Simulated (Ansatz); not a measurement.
Computed with Ansatz on PBE0-D4/def2-TZVP structures; ΔE is electronic, products minus reactants. CCSD(T)/CBS is the MP2 limit (def2-TZVPP, def2-QZVPP) plus CCSD(T) − MP2 in def2-TZVPP, frozen cores. Functionals use def2-TZVPP. B3LYP here is the variant with VWN-RPA as its local correlation; programs differ in this. For Ge outer-core shells are correlated without core-valence functions, which leaves a few kJ/mol of doubt a bond. Scalar relativity is left out up to krypton. Each species was taken in one conformer, which may not be the lowest.

`Cl[SiH2][SiH2][GeH3]` + `O[SiH](F)[AlH2]` → `F[SiH]([AlH2])[GeH3]` + `O[SiH2][SiH2]Cl`  (redistribution)

`Cl[SiH2][SiH2][GeH3]`:

```xyz
11

Cl   -1.398    0.118   -2.482
Si    0.468    0.654   -1.776
Si    0.339    0.818    0.550
Ge   -0.567   -1.198    1.434
H     1.425   -0.405   -2.187
H     0.849    1.930   -2.433
H     1.705    1.054    1.098
H    -0.525    1.974    0.912
H    -2.008   -1.391    0.940
H     0.280   -2.395    0.973
H    -0.568   -1.160    2.971
```

`O[SiH](F)[AlH2]`:

```xyz
8

O     1.082   -0.437   -1.342
Si    0.759    0.090    0.183
F     1.410   -0.918    1.257
Al   -1.706    0.085    0.354
H     1.981   -0.369   -1.671
H     1.480    1.376    0.421
H    -2.495   -1.276    0.560
H    -2.512    1.449    0.238
```

`F[SiH]([AlH2])[GeH3]`:

Cartesian coordinates in Å:
```
F 0.314 -2.029 -1.101
Si 0.183 -0.437 -0.843
Al 2.222 0.500 0.170
Ge -1.758 -0.050 0.499
H -0.097 0.190 -2.170
H 3.438 -0.416 0.617
H 2.268 2.069 0.409
H -1.579 -0.622 1.916
H -1.971 1.470 0.626
H -3.019 -0.675 -0.122
```

`O[SiH2][SiH2]Cl`:

Cartesian coordinates in Å:
```
O 0.025 0.778 -1.852
Si -0.165 -0.579 -0.935
Si -0.160 0.047 1.329
Cl 1.373 1.443 1.463
H 0.693 1.403 -1.560
H -1.450 -1.196 -1.346
H 0.935 -1.561 -1.147
H -1.404 0.724 1.776
H 0.153 -1.059 2.271
```

```
             level  ΔE (kJ/mol)  difference from CCSD(T)/CBS
            PBE-D4         31.6                         -4.5
         r2SCAN-D4         32.1                         -4.0
           PBE0-D4         34.3                         -1.8
          B3LYP-D4         33.0                         -3.1
           ωB97X-V         35.2                         -0.9
           ωB97M-V         35.4                         -0.7
            B2PLYP         34.4                         -1.7
               PBE         30.4                         -5.7
            r2SCAN         31.8                         -4.3
              PBE0         33.2                         -2.9
             B3LYP         31.1                         -5.0
     HF/def2-TZVPP         34.6                         -1.5
    MP2/def2-TZVPP         39.5                          3.4
SCS-MP2/def2-TZVPP         37.6                          1.5
   CCSD/def2-TZVPP         37.6                          1.5
CCSD(T)/def2-TZVPP         37.9                          1.8
     HF/def2-QZVPP         34.1                         -2.0
    MP2/def2-QZVPP         38.4                          2.3
SCS-MP2/def2-QZVPP         36.6                          0.5
      HF/CBS(def2)         34.0                         -2.1
     MP2/CBS(def2)         37.8                          1.7
    CCSD/CBS(def2)         35.9                         -0.2
       CCSD(T)/CBS         36.1                            0
```

Largest T1 diagnostic among the species: 0.012.

In def2-TZVPP, CCSD(T) changes the Hartree–Fock value by +3.3 kJ/mol (the triples alone add +0.3 kJ/mol) and MP2 by +5.0 kJ/mol.
